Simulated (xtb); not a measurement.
xtb input (GFN1-xTB):

```bash
xtb mol.xyz --gfn 1 --sp --chrg 1 --uhf 0
```
mol.xyz:
```
2

Ge    -0.00000000    -0.00000000    -0.04826073
H      0.00000000     0.00000000     1.54434333
```

End of the output:

```
         :::::::::::::::::::::::::::::::::::::::::::::::::::::
         ::                     SUMMARY                     ::
         :::::::::::::::::::::::::::::::::::::::::::::::::::::
         :: total energy              -1.657864510790 Eh    ::
         :: gradient norm              0.008496305772 Eh/a0 ::
         :: HOMO-LUMO gap              2.470981358319 eV    ::
         ::.................................................::
         :: SCC energy                -1.661157684032 Eh    ::
         :: -> electrostatic           0.134610830747 Eh    ::
         :: repulsion energy           0.003445034172 Eh    ::
         :: dispersion energy         -0.000151860930 Eh    ::
         :: halogen bond corr.         0.000000000000 Eh    ::
         :: add. restraining           0.000000000000 Eh    ::
         :: total charge               1.000000000000 e     ::
         :::::::::::::::::::::::::::::::::::::::::::::::::::::

           -------------------------------------------------
          |                Property Printout                |
           -------------------------------------------------

    * Orbital Energies and Occupations

         #    Occupation            Energy/Eh            Energy/eV
      -------------------------------------------------------------
         1        2.0000           -0.9004109             -24.5014
         2        2.0000           -0.6986373             -19.0109 (HOMO)
         3                         -0.6078304             -16.5399 (LUMO)
         4                         -0.6078304             -16.5399
         5                         -0.5390955             -14.6695
         6                         -0.5209821             -14.1766
         7                         -0.5209821             -14.1766
         8                         -0.5209821             -14.1766
         9                         -0.5209821             -14.1766
        10                         -0.2936005              -7.9893
        11                         -0.0209202              -0.5693
      -------------------------------------------------------------
                  HL-Gap            0.0908069 Eh            2.4710 eV
             Fermi-level           -0.6532338 Eh          -17.7754 eV

  Mulliken/CM5 charges         n(s)   n(p)   n(d)
     1Ge    0.93686  0.88564   1.928  1.055  0.080
     2H     0.06314  0.11436   0.937  0.000  0.000

Wiberg/Mayer (AO) data.
largest (>0.10) Wiberg bond orders for each atom

 ---------------------------------------------------------------------------
     #   Z sym  total        # sym  WBO       # sym  WBO       # sym  WBO
 ---------------------------------------------------------------------------
     1  32 Ge   0.997 --     2 H    0.997
     2   1 H    0.997 --     1 Ge   0.997
 ---------------------------------------------------------------------------

Topologies differ in total number of bonds
Note: The following floating-point exceptions are signalling: IEEE_DENORMAL
normal termination of xtb
Writing topology from bond orders to xtbtopo.mol

 dipole moment from electron density (au)
     X       Y       Z
  -0.0000   0.0000  -0.1009  total (Debye):    0.256

           -------------------------------------------------
          | TOTAL ENERGY               -1.657864510790 Eh   |
          | GRADIENT NORM               0.008496305772 Eh/α |
          | HOMO-LUMO GAP               2.470981358319 eV   |
           -------------------------------------------------

------------------------------------------------------------------------
------------------------------------------------------------------------
 total:
 SCF:
```
